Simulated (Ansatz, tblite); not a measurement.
Cost and result up the ladder for Ag13Cl4⁻ (started as a model of: Ag13(Cl)4) (17 atoms). Charge -1, multiplicity 1. Geometry: r2SCAN-D4/def2-SVP.

Cartesian coordinates in Å:
```
Ag 0.001 0.004 0.000
Ag 2.385 0.309 -1.376
Ag 1.920 1.470 1.357
Ag -1.918 -1.465 -1.359
Ag -2.388 -0.302 1.376
Ag -2.121 1.411 -0.923
Ag 0.509 2.495 -0.931
Ag -0.508 -2.487 0.934
Ag 2.120 -1.405 0.921
Ag 0.095 -0.202 2.707
Ag -0.981 2.397 1.354
Ag 0.980 -2.393 -1.352
Ag -0.098 0.212 -2.707
Cl 4.310 0.134 -2.732
Cl 3.190 2.941 2.698
Cl -3.170 -2.967 -2.684
Cl -4.324 -0.149 2.719
```

Ansatz on 2 threads of AMD EPYC 7R13 on a shared host and a share (18 GiB) of an NVIDIA H100 80GB HBM3; xTB runs through tblite on one thread. Times are rough, summed over both states, and most runs start from the orbitals of an earlier one. No level here is sound enough to serve as a yardstick. The other state is a doublet.

In the def2 sets Ag takes a core potential; there is no spin–orbit coupling. The xTB rows come from tblite. B3LYP takes the VWN-RPA correlation. Single mean-field runs in def2-TZVP are fitted with def2-universal-jkfit.

Raw xTB energies of ions are shifted by several eV.

```csv
level,functions,vertical IE (eV),remarks
PBE0-D4/def2-TZVP (with forces),668,3.72,restricted SCF unstable in HF (-1 singlet)
GFN1-xTB,153,9.61,–
B3LYP-D4/def2-TZVP,668,3.86,restricted SCF unstable in HF (-1 singlet)
GFN2-xTB,153,10.01,–
PBE-D4/def2-TZVP,668,3.80,restricted SCF unstable in HF (-1 singlet)
```

Estimate how long each takes.

GFN1-xTB 0.37 s; GFN2-xTB 2.4 s; B3LYP-D4/def2-TZVP 35 s; PBE-D4/def2-TZVP 41 s; PBE0-D4/def2-TZVP (with forces) 48 s. On shared hardware such times vary by a factor of up to 3.
